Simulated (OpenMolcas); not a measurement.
Pt2+ with 6 ligands (water) in octahedral coordination (Th). Ligand basis ANO-RCC-VDZP.

```json
{"Program": "OpenMolcas", "Method": "SS-CASPT2, IPEA 0.25 Eh, imaginary shift 0.1 Eh (closed shells correlated: 5s 5p and the ligand valence shells)", "Basis": "ANO-RCC-VDZP [7s6p4d2f]", "Scalar Hamiltonian": "DKH2, point nucleus", "Active space": "8 electrons in 5 orbitals (5d)", "State averaging": "2S+1 = 3 even, 10 roots; 2S+1 = 1 even, 15 roots", "Spin-orbit coupling": "state interaction with AMFI integrals over the reference wave functions"}
```

All ligands move together. At R = 2.04 Å the first state of the same spin is 26400 cm-1, and at R = 2.16 Å it is 19400 cm-1.

A third run gives 15370 cm-1. What distance was it run at?

With a power law R^-n the two known points give n = -ln(19400 / 26400) / ln(2.16 / 2.04) = 5.39. Then R = 2.04 × (26400 / 15370)^(1/5.39) = 2.255 Å. The run was at 2.24 Å, so the estimate is off by +0.015 Å.

Roots that are degenerate in the reference are averaged as groups; the widest CASPT2 spread within a group is 510 cm-1 (the 3-fold group of multiplicity 1 near 28600 cm-1 above the lowest state of its run, R = 2.16). Shifts and gaps below about the spread of the groups concerned are not significant. Over all roots computed the reference weight is 0.69 in R = 2.04, 0.69 in R = 2.16, 0.69 in R = 2.24; a low but even weight reflects the number of correlated electrons. Real 4d8 and 5d8 ions are as a rule square planar and diamagnetic. Ligand-to-metal charge-transfer states are missing. With no ligand orbital active B as a rule stays too high, so bands that hang on it stand too high and its fall with covalency is understated. With one d shell and no ligand orbital active, 10Dq can be off by a tenth or more. The least metal-like active orbital is 82 % on the metal (Löwdin) and no ligand orbital is active, so the numbers are rough (holds for R = 2.04). No measured value stands beside these numbers; the geometry was imposed, not optimised, and the real ion may take another.
